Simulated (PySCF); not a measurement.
## In³²⁺: ionisation energy

In³²⁺ [Ne] 3s2 3p5 (2P) → In³³⁺ [Ne] 3s2 3p4 (3P), as a difference of total energies. Computed with PySCF 2.14 in an uncontracted even-tempered set (18 s from 4.7 bohr⁻², ratio 2.5; 12 p from 6.1 bohr⁻², ratio 2.5; 5 d from 29 bohr⁻², ratio 2.7; 4 f from 43 bohr⁻², ratio 2.7), with the spin-free X2C one-electron Hamiltonian (Gaussian nucleus). Correlated levels: outer shells: 1s2 frozen; virtual orbitals above 40 to 60 times the deepest correlated orbital energy dropped. The calculations carry no spin-orbit coupling.

```csv
method,ionisation energy (eV)
UHF,2048.7
MP2 (outer shells),2049.7
SCS-MP2 (outer shells),2049.6
CCSD (outer shells),2049.6
CCSD(T) (outer shells),2049.6
```

Spin-orbit coupling is strong in these open shells (close to jj coupling). The scalar numbers leave it out and a first-order estimate fails, so it can dominate the gap to the real levels.

Breit and QED terms and the two-electron picture change are absent.

For comparison: 2028.5 ± 2.1 eV (semi-empirical (NIST evaluation); NIST Atomic Spectra Database, ionization energies).
